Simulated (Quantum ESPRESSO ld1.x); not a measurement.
The numbers below are computed, except where a source is named.
Task: These are the eigenvalues of the occupied orbitals of an atom or ion with whole-number occupations (eV). Code: ld1.x of Quantum ESPRESSO 7.5. Model: scalar-relativistic Kohn-Sham, PBEsol, spin-unpolarised, spherical densities, point nucleus.

| orbital | eigenvalue |
|---|---|
| 1s | -18802.9 |
| 2s | -2635.63 |
| 2p | -2354.56 |
| 3s | -444.753 |
| 3p | -352.898 |
| 3d | -202.615 |
| 4s | -64.7505 |
| 4p | -40.9296 |
| 4d | -9.3051 |

Which element is it, and in what charge state? The configuration may be excited.

Result: Z = 41, niobium, charge +1: Nb+ in [Kr] 4d4. The list shows which subshells hold electrons but not how many an open one holds; the 1s level, -690.99 hartree, gives Z - s = 37.2 by -(Z - s)^2/2, which with screening and relativity narrows Z to a few neighbours, and the depths of the outer levels then fix element, charge and occupations together.
